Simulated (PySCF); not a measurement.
C6H7FO2Si.
SMILES with atom numbers: `[O:1]=[C:2]([OH:3])[C:4]#[C:5][CH2:6][Si@@H:7]1[CH2:8][C@@H:9]1[F:10]`

Probes without a nucleus sit at each ring's centroid and 1 Å off its mean plane on both sides; NICS is minus the shielding there, NICSzz its component along the normal. Level: GIAO PBE0/pcSseg-1 (PySCF, non-relativistic, gas phase) on the GFN2-xTB geometry, one conformer.

Ring bond lengths (Å), with Mayer bond orders in brackets: Si7–C8 1.887 (0.96), C8–C9 1.534 (0.89), C9–Si7 1.900 (0.92).

Q: What do the NICS probes read (ppm)?

A: 
| ring | type | NICS(0) | NICS(1), two faces | NICS(1)zz, two faces | rms pucker (Å) | centre to ring atoms, mean (Å) |
| --- | --- | --- | --- | --- | --- | --- |
| Si7–C8–C9 | 3-membered ring with Si; formal bonds all single | -20.6 | -9.2 / -5.0 | -18.0 / -7.7 | 0.00 | 1.02 |

Q: What do they say, and how far can they be read as aromaticity?

A: 
- Si7–C8–C9: mean NICS(1)zz -12.8 ppm, shielded. Si7, C8, C9 have four or more neighbours, and the NICS criterion for π rings isn't applied. The two faces differ by 10.3 ppm, so no symmetry operation interchanges them. NICS(0) lies 14 ppm below the mean NICS(1).

Q: At the second NICS(1) probe listed for ring Si7–C8–C9, 1 Å off the ring, what do the in-plane components average?

A: The isotropic value is a third of the trace: (3 × -5.0 − (-7.7))/2 = -3.6 ppm.

Q: What are the shieldings of the ring atoms and their hydrogens in the same run (means over atoms taken as equivalent)?

A: 
```json
{"atoms": "Si7", "environment": "SiH silicon", "σ isotropic (ppm)": "459.9", "principal values of the symmetric part, first atom (ppm)": "337.6, 375.1, 666.9"}
{"atoms": "C8", "environment": "sp3 carbon bound to silicon", "σ isotropic (ppm)": "178.3", "principal values of the symmetric part, first atom (ppm)": "151.0, 178.3, 205.5"}
{"atoms": "C9", "environment": "sp3 C–F carbon", "σ isotropic (ppm)": "108.5", "principal values of the symmetric part, first atom (ppm)": "43.9, 83.3, 198.3"}
{"atoms": "H on Si7", "environment": "Si–H hydrogen", "σ isotropic (ppm)": "28.22", "principal values of the symmetric part, first atom (ppm)": "23.1, 25.8, 35.8"}
{"atoms": "H on C8", "environment": "methylene hydrogen", "σ isotropic (ppm)": "30.59", "principal values of the symmetric part, first atom (ppm)": "25.6, 26.3, 39.8"}
{"atoms": "H on C8", "environment": "methylene hydrogen", "σ isotropic (ppm)": "30.46", "principal values of the symmetric part, first atom (ppm)": "26.4, 27.8, 37.1"}
{"atoms": "H on C9", "environment": "methine hydrogen", "σ isotropic (ppm)": "26.40", "principal values of the symmetric part, first atom (ppm)": "22.2, 26.2, 30.9"}
```

Conformer computed: `[O:1]=[C:2]([OH:3])[C:4]#[C:5][CH2:6][Si@@H:7]1[CH2:8][C@@H:9]1[F:10]`: C5–C6–Si7–C8 -99°, H–O3–C2–O1 0°.
